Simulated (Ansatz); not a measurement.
Basis-set extrapolation for `[F][Al]1[CH]=[C]1[SiH3]` (PBE0-D4/def2-TZVP geometry, frozen core, Ansatz). Multiplicity 1, RHF reference.

|  | def2-TZVPP | def2-QZVPP |
| --- | --- | --- |
| HF | -708.446170 | -708.470252 |
| MP2 correlation | -0.751758 | -0.810677 |
| CCSD(T) correlation | -0.817685 | not run |

Energies in hartree. Use E(X) = E(∞) + A·exp(−7.88·√X) for Hartree–Fock and E(X) = E(∞) + B·X^(−2.97) for correlation, with X = 3 and 4, and add CCSD(T) minus MP2 of the smaller set to the MP2 limit.

Q: What is the CCSD(T) energy at the basis-set limit?

A: HF limit: -708.470252 + (-0.024082) × 0.13774 = -708.47357. MP2 limit: -0.810677 + (-0.058919) × 0.74074 = -0.85432. Higher-order term: -0.817685 − (-0.751758) = -0.06593. Total: -709.39382 hartree, 3.54 eV below CCSD(T)/def2-TZVPP.
